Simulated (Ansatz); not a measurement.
CH9FSi3 can be A, `C[Si](F)([SiH3])[SiH3]`, or B, `FC[SiH]([SiH3])[SiH3]`.

Calculated with Ansatz (gas phase, PBE0-D4/def2-TZVP geometries, no zero-point term in ΔE). CBS: MP2 limit from def2 TZ/QZ plus the TZ coupled-cluster correction, frozen cores. Functionals use def2-TZVPP. B3LYP here is the variant with VWN-RPA as its local correlation; programs differ in this. One conformer a species, not always the lowest.

Question: Which isomer does CCSD(T)/CBS put lower? Give the gap. (An estimate is asked.)

Answer: Ansatz gave: A, by 56.7 kcal/mol.

Question: Give E(B) − E(A) in kcal/mol with B3LYP, CCSD/def2-TZVPP, r2SCAN-D4, CCSD(T)/def2-TZVPP, PBE0-D4, B3LYP-D4, PBE-D4. (Best estimate.)

Answer: Computed: B3LYP 54.7, CCSD/def2-TZVPP 55.8, r2SCAN-D4 55.8, CCSD(T)/def2-TZVPP 55.5, PBE0-D4 54.1, B3LYP-D4 54.9, PBE-D4 52.7. None reverses the order clearly.

Largest T1 diagnostic: 0.013.

From PBE to PBE0 (25 % exact exchange), in def2-TZVPP and without D4, E(B) − E(A) moves by +1.3 kcal/mol.
